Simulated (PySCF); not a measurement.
SiHBr3, SMILES Br[SiH](Br)Br. Coordinates come from a PBE-D3(BJ)/def2-SVP optimisation.

Computed equilibrium geometry at PBE-D3(BJ)/def2-SVP (PySCF confirms it by a frequency run) as a Z-matrix, and its point group:
point group C3v.
```
Si
H 1 1.4919
Br 1 2.2256 2 108.96
Br 1 2.2256 2 108.96 3 120.00
Br 1 2.2256 2 108.96 3 -120.00
```
